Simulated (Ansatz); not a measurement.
Input (CCSDT(Q)/aug-cc-pVTZ; Ansatz, a first-principles code):

Ansatz 0.2 input:
```yaml
crystal:
  periodic: [false, false, false]
  atoms:
    - {symbol: O, position_ang: [0.72648472, -0.37165007, 0.01184410]}
    - {symbol: O, position_ang: [-0.57788575, 0.41299156, -0.01217155]}
    - {symbol: H, position_ang: [-1.18879170, -0.33073200, 0.00261956]}
basis:
  gaussian:
    orbitals: aug-cc-pVTZ
total_charge: -1
magnetization: {spin_polarized: false}
correlation: {method: ccsdt_q, electrons: outside_noble_gas}
```

Output:

```
Functional definition: HF
integrals: 0.26 GiB planned
1407 factors; integrals over basis functions are off by at most 2.3e-7 eV
mean field: 0.34 GiB planned
mean field evaluation 1: about -4085.8880 eV, gradient 2.9e1 eV
mean field evaluation 2: about -4085.8884 eV, gradient 2.9e1 eV
mean field evaluation 4: about -4087.5879 eV, gradient 3.3e0 eV
mean field evaluation 8: about -4087.6294 eV, gradient 6.6e-1 eV
mean field evaluation 16: about -4087.0729 eV, gradient 1.9e1 eV
mean field -4087.63254391 eV, -150.2177252917 hartree, gradient 2.4e-6 eV, S^2 0.000000; 0 other end points of the search recorded, 0 dependent functions left out
2 core orbitals not correlated
reference -4087.63254391 eV, -150.2177252917 hartree; 7, 7 occupied and 106, 106 virtual orbitals, 1407 factors
second order -14.17661476 eV of doubles, -0.00000000 eV of singles
coupled cluster: 3.59 GiB planned
cycle   1  -13.65544004 eV  change    5.2e-1 eV  update   1.3e-1
cycle   2  -14.42147328 eV  change   -7.7e-1 eV  update   7.4e-2
cycle   3  -14.93427133 eV  change   -5.1e-1 eV  update   2.9e-2
cycle   4  -14.90722776 eV  change    2.7e-2 eV  update   1.4e-2
cycle   5  -14.84528296 eV  change    6.2e-2 eV  update   6.9e-3
cycle   6  -14.83454881 eV  change    1.1e-2 eV  update   4.0e-3
cycle   7  -14.84306467 eV  change   -8.5e-3 eV  update   2.1e-3
cycle   8  -14.85028021 eV  change   -7.2e-3 eV  update   1.1e-3
cycle   9  -14.84870947 eV  change    1.6e-3 eV  update   5.7e-4
cycle  10  -14.84798140 eV  change    7.3e-4 eV  update   3.8e-4
cycle  11  -14.84829151 eV  change   -3.1e-4 eV  update   2.1e-4
cycle  12  -14.84776781 eV  change    5.2e-4 eV  update   1.4e-4
cycle  13  -14.84769125 eV  change    7.7e-5 eV  update   8.8e-5
cycle  14  -14.84764289 eV  change    4.8e-5 eV  update   5.4e-5
cycle  15  -14.84767073 eV  change   -2.8e-5 eV  update   3.4e-5
cycle  16  -14.84765578 eV  change    1.5e-5 eV  update   1.7e-5
cycle  17  -14.84762997 eV  change    2.6e-5 eV  update   1.1e-5
cycle  18  -14.84763360 eV  change   -3.6e-6 eV  update   7.3e-6
cycle  19  -14.84763890 eV  change   -5.3e-6 eV  update   3.8e-6
cycle  20  -14.84763902 eV  change   -1.1e-7 eV  update   2.5e-6
cycle  21  -14.84763935 eV  change   -3.3e-7 eV  update   1.4e-6
coupled cluster: 3.59 GiB planned
perturbative correction -0.05201774 eV, -0.0019116167 hartree
Total energy: -4102.53220099 eV, -150.7652775903 hartree
```
